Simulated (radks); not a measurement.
Polarisability of the strontium ion Sr2+, [Kr], at imaginary frequency. Method: non-relativistic Kohn-Sham, LDA (Slater exchange, Perdew-Wang correlation), spin-polarised, spherical densities, point nucleus; relativity is left out, which matters for an element this heavy; computed with a radial shooting solver on a logarithmic mesh with Libxc functionals. Response by self-consistent Sternheimer equations with the Hartree and adiabatic LDA kernel.

| w (hartree) | alpha1(iw) (bohr^3) | alpha2(iw) (bohr^5) |
|---|---|---|
| 0.00266 | 5.997 | 18.67 |
| 0.0143 | 5.996 | 18.66 |
| 0.0360 | 5.990 | 18.65 |
| 0.0697 | 5.971 | 18.61 |
| 0.118 | 5.923 | 18.52 |
| 0.186 | 5.816 | 18.31 |
| 0.280 | 5.601 | 17.87 |
| 0.413 | 5.202 | 17.04 |
| 0.605 | 4.533 | 15.54 |
| 0.892 | 3.558 | 13.10 |
| 1.35 | 2.404 | 9.677 |
| 2.12 | 1.350 | 5.851 |
| 3.59 | 0.6241 | 2.683 |
| 6.94 | 0.2364 | 0.8544 |
| 17.5 | 0.05986 | 0.1539 |

Static values: alpha1 = 5.997 bohr^3 (0.8887 angstrom^3; uncoupled 9.541), alpha2 = 18.67 bohr^5, alpha3 = 119.4 bohr^7. C6 = 29.92, C8 = 520.7, triple-dipole C9 = 131.2 atomic units. One-pole (London) frequency 4 C6 / (3 alpha1^2) = 1.109 hartree, against 1.345 for minus the highest occupied eigenvalue. The dipole shielding factor is 0.948, as the force sum rule N/Z = 0.947 demands.
